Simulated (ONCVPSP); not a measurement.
**Cutoff test, Ga (Z = 31), ONCV**

* Element: Ga
* Generator: ONCVPSP 4.0.1
* Type: optimised norm-conserving Vanderbilt (ONCV)
* Functional: LDA (Perdew-Zunger)
* Relativity: scalar-relativistic
* Frozen core: [Ar]
* Valence charge: 13
* Reference configuration: 3d10 4s1.75 4p1.25
* Partial waves: 4s: rc 1.55 bohr, ncon 4, nbas 9, qcut 3.5 1/bohr, 2 projectors, debl 0.7 Ha; 4p: rc 2.00 bohr, ncon 4, nbas 7, qcut 4 1/bohr, 2 projectors, debl 1.4 Ha; 3d: rc 0.85 bohr, ncon 3, nbas 8, qcut 18.3 1/bohr, local
* Local potential: the d channel
* Core correction: Teter function fitted to the true core (icmod 2), fcfact 0.4

For each optimised wave give the share of its norm inside rc, the residual kinetic energy above qcut (Ha) and the cutoffs (Ha) for errors of 10, 1, 0.1 and 0.01 mHa per electron.

```json
{"wave": "4s", "norm inside rc": "0.187", "residual KE": "2.7e-03", "10 mHa": "4.7", "1 mHa": "7.8", "0.1 mHa": "28.8", "0.01 mHa": "73.2"}
{"wave": "s projector 2", "norm inside rc": "0.093", "residual KE": "3.5e-03", "10 mHa": "4.7", "1 mHa": "16.2", "0.1 mHa": "110.6", "0.01 mHa": "131.3"}
{"wave": "4p", "norm inside rc": "0.173", "residual KE": "1.4e-04", "10 mHa": "1.5", "1 mHa": "5.2", "0.1 mHa": "8.8", "0.01 mHa": "28.3"}
{"wave": "p projector 2", "norm inside rc": "0.261", "residual KE": "1.3e-03", "10 mHa": "5.5", "1 mHa": "9.4", "0.1 mHa": "45.8", "0.01 mHa": "53.7"}
{"wave": "3d", "norm inside rc": "0.635", "residual KE": "1.8e-06", "10 mHa": "108.6", "1 mHa": "128.6", "0.1 mHa": "144.4", "0.01 mHa": "156.6"}
```

The occupied waves need 129 Ha and 144 Ha for 1 and 0.1 mHa. Note: ghosts flagged at negative energy: s at -359.5 eV, p at -168.3 eV; GHOST(+) flagged for s at 87.4 eV. A true bound ghost makes a file unfit for plane-wave use. 1 of 4 tests not solved or not reliable.
